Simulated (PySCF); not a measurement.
## Substituent effects on chemical shifts

Parent skeleton `[CH3:1][Si:2]([SiH3:3])([SiH3:4])[CH2:5][F:6]`; one hydrogen on atom 1 is replaced by X. Hydrogens on one atom are averaged.

Theoretical values (PySCF): GFN2-xTB geometry, shieldings: GIAO PBE0/pcSseg-1. No solvent, single conformer, equivalent nuclei averaged, relativity neglected.

Shifts are taken against calculated references (same method and geometry level): TMS for ¹³C (σ = 186.93 ppm) and ²⁹Si (σ = 349.16 ppm) and ¹H (σ = 31.72 ppm); CFCl3 for ¹⁹F (σ = 170.95 ppm).

Parent (X = H): C1 -4.3, Si2 -53.4, Si3/Si4 -110.7, C5 82.1, F6 -289.6, H(C1) 0.18, H(Si3)/H(Si4) 3.59, H(C5) 4.98 ppm. Effects are Δδ = δ(X) − δ(H), positive for deshielding.

Question: Order these by the shift of Si3/Si4, most shielded first.
A. X = propynyl
B. X = OSiH3
C. X = CHCl2
D. X = allyl

Answer: A (-5.1 ppm), B (-2.4 ppm), D (+1.4 ppm), C (+7.9 ppm).

Question: Order these by the shift of H(C1), most shielded first.
A. X = OSiH3
B. X = SSiH3
C. X = OCHO
D. X = OCH3
E. X = allyl
F. X = CH=NMe

Answer: E (+0.82 ppm), F (+1.46 ppm), B (+1.84 ppm), D (+2.91 ppm), A (+3.44 ppm), C (+4.04 ppm).

Question: Order these by the shift of F6, most shielded first.
A. X = SSiH3
B. X = OSiH3
C. X = OCH3
D. X = allyl
E. X = CH=NMe

Answer: D (-10.7 ppm), B (-6.7 ppm), C (-3.0 ppm), E (-1.2 ppm), A (+4.8 ppm).

Unscaled 19F shifts against computed CFCl3 carry errors that often reach 10 to 50 ppm.
